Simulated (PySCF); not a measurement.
# What a mistake does to a calculation on H5O2Si2 cation

These are calculations, not measurements. The program is PySCF 2.14.0, an open-source quantum chemistry code, run on an isolated molecule that a program drew, which may never have been made. The molecule is H5O2Si2 cation (charge +1, singlet), drawn as the SMILES string `O[SiH2]O[SiH2+]`.

Each row is a Hartree-Fock (HF) and frozen-core CCSD(T) single point in the cc-pV(D+d)Z basis, meant for a local HF minimum. Run 1 is clean. Each other run has one planted mistake out of seven kinds, and not every kind appears here: one electron removed, one electron added, multiplicity raised by two, geometry at a saddle point, minimal basis STO-3G, one bond length entered in bohr, all coordinates scaled. The reference is restricted for singlets and unrestricted otherwise, and also for a bond in bohr. Adding or removing an electron swaps singlet and doublet. Electrons count all cores. HOMO and LUMO are orbital energies over both spins, the gradient is its largest component, and the lowest frequency (negative if imaginary) is given only where the gradient is small. Bond lengths are over the 8 bonds as drawn. T1 is the CCSD diagnostic: over 0.02 (restricted) or 0.045 (unrestricted) a single reference is doubtful.

Geometry of the clean run:
```xyz
9
H5O2Si2 cation, angstrom
O    -0.5898   -0.0437   -0.4983
Si   -0.7294    0.9686    0.7642
O     0.6738    1.9433    0.5045
Si    1.9252    2.2436   -0.3612
H    -1.1945   -0.7450   -0.7003
H    -1.8594    1.8902    0.6861
H    -0.5313    0.3469    2.0705
H     2.7753    3.3491    0.0553
H     2.2239    1.4426   -1.5403
```

| run | electrons | basis functions | <S^2> | HOMO (eV) | LUMO (eV) | gradient (hartree/bohr) | lowest frequency (cm^-1) | mean bond (Å) | longest bond (Å) | T1 | HF (hartree) | CCSD(T) (hartree) | mistake |
|---|---|---|---|---|---|---|---|---|---|---|---|---|---|
| 1 | 48 | 99 | 0.000 | -16.89 | -4.65 | 2.3e-06 | 60 | 1.4604 | 1.728 | 0.0154 | -730.36937 | -730.96416 | no fault |
| 2 | 48 | 99 | 0.000 | -16.66 | -4.73 | 3.1e-02 | - | 1.5232 | 1.802 | 0.0176 | -730.35253 | -730.95717 | all coordinates scaled |
| 3 | 47 | 99 | 0.765 | -23.53 | -12.88 | 1.1e-01 | - | 1.4604 | 1.728 | 0.0661 | -729.81201 | -730.37867 | one electron removed |
| 4 | 48 | 33 | 0.000 | -14.17 | -0.91 | 4.1e-02 | - | 1.4604 | 1.728 | 0.0252 | -721.66697 | -721.87673 | ? |
| 5 | 49 | 99 | 0.769 | -6.10 | 3.33 | 8.8e-02 | - | 1.4604 | 1.728 | 0.0136 | -730.56598 | -731.17239 | ? |

**Which mistake was planted in run 4, and what did it cost?**

It has 33 basis functions where the clean run has 99, with the same electrons and geometry. So the mistake is: minimal basis STO-3G. Subtracting run 1 and multiplying by 627.51 kcal/mol a hartree, the energy moved by 5460.8 kcal/mol in HF and 5702.4 kcal/mol in CCSD(T).

**Which mistake was planted in run 5, and what did it cost?**

It counts 49 electrons, one more than the clean run, at the same geometry and basis. So the mistake is: one electron added. Subtracting run 1 and multiplying by 627.51 kcal/mol a hartree, the energy moved by -123.4 kcal/mol in HF and -130.7 kcal/mol in CCSD(T).

Cautions from the logs. Run 3: T1 is over the limit, so its CCSD(T) energy is less reliable; run 4: T1 is over the limit, so its CCSD(T) energy is less reliable.
